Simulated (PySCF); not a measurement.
These 5 structures share the formula C6H11F3. Level of theory: PySCF, PBE0-D3(BJ)/def2-SVP geometry optimisation, gas phase. One conformer each; no zero-point energy, no entropy. No frequencies were run at this level. Point groups hold within 0.08 Å.

Question: Rank from lowest to highest electronic energy at this level (kJ/mol).
A. `[CH3:1][C@H:2]([CH:3]([F:4])[F:5])[C@@H:6]([CH3:7])[CH2:8][F:9]` with C1–C2–C3–F4 59°, C1–C2–C6–C7 -77°, C2–C6–C8–F9 52°
B. `[CH3:1][CH2:2][C@@:3]([CH3:4])([F:5])[CH2:6][CH:7]([F:8])[F:9]` with C1–C2–C3–C4 67°, C2–C3–C6–C7 -59°, C3–C6–C7–F8 74°
C. `[CH3:1][CH2:2][CH2:3][CH2:4][CH2:5][C:6]([F:7])([F:8])[F:9]` with C1–C2–C3–C4 179°, C2–C3–C4–C5 180°, C3–C4–C5–C6 178°
D. `[CH3:1][CH2:2][CH2:3][C@@H:4]([CH3:5])[C:6]([F:7])([F:8])[F:9]` with C1–C2–C3–C4 176°, C2–C3–C4–C5 66°
E. `[CH3:1][C@H:2]([F:3])[CH2:4][CH2:5][CH2:6][CH:7]([F:8])[F:9]` with C1–C2–C4–C5 179°, C2–C4–C5–C6 -177°, C4–C5–C6–C7 -179°, C5–C6–C7–F8 180°

Answer: D (0.0), C (3.7), B (47.0), E (58.9), A (69.9).

Neighbours under 10 kJ/mol apart (CCC[C@@H](C)C(F)(F)F and CCCCCC(F)(F)F) can change places with a better method, another conformer or zero-point energy.

```json
{"SMILES": "CCC[C@@H](C)C(F)(F)F", "E (Eh)": "-533.87149", "E rel (kJ/mol)": "0.0", "dipole (D)": "2.32", "point group": "C1", "A, B, C (MHz)": "2815, 868.9, 776.5"}
{"SMILES": "CCCCCC(F)(F)F", "E (Eh)": "-533.87009", "E rel (kJ/mol)": "3.7", "dipole (D)": "2.37", "point group": "near Cs", "A, B, C (MHz)": "4410, 543.7, 537.5"}
{"SMILES": "CC[C@@](C)(F)CC(F)F", "E (Eh)": "-533.85358", "E rel (kJ/mol)": "47.0", "dipole (D)": "2.13", "point group": "C1", "A, B, C (MHz)": "2123, 1140, 923.8"}
{"SMILES": "C[C@H](F)CCCC(F)F", "E (Eh)": "-533.84907", "E rel (kJ/mol)": "58.9", "dipole (D)": "2.18", "point group": "C1", "A, B, C (MHz)": "4375, 510.8, 498.5"}
{"SMILES": "C[C@H](C(F)F)[C@@H](C)CF", "E (Eh)": "-533.84488", "E rel (kJ/mol)": "69.9", "dipole (D)": "3.05", "point group": "C1", "A, B, C (MHz)": "1971, 1108, 1034"}
```

Question: How do the relative energies change in single points at PBE0/pcSseg-1 (no added dispersion term) on the same geometries?

Answer: 
```json
{"SMILES": "CCC[C@@H](C)C(F)(F)F", "PBE0-D3(BJ)/def2-SVP (kJ/mol)": "0.0", "PBE0/pcSseg-1 (kJ/mol)": "0.0", "shift": "0.0"}
{"SMILES": "CCCCCC(F)(F)F", "PBE0-D3(BJ)/def2-SVP (kJ/mol)": "3.7", "PBE0/pcSseg-1 (kJ/mol)": "0.2", "shift": "-3.5"}
{"SMILES": "CC[C@@](C)(F)CC(F)F", "PBE0-D3(BJ)/def2-SVP (kJ/mol)": "47.0", "PBE0/pcSseg-1 (kJ/mol)": "40.4", "shift": "-6.6"}
{"SMILES": "C[C@H](F)CCCC(F)F", "PBE0-D3(BJ)/def2-SVP (kJ/mol)": "58.9", "PBE0/pcSseg-1 (kJ/mol)": "46.7", "shift": "-12.2"}
{"SMILES": "C[C@H](C(F)F)[C@@H](C)CF", "PBE0-D3(BJ)/def2-SVP (kJ/mol)": "69.9", "PBE0/pcSseg-1 (kJ/mol)": "64.7", "shift": "-5.2"}
```

Each column counts from its own lowest isomer. The order is unchanged; the largest shift is 12.2 kJ/mol.
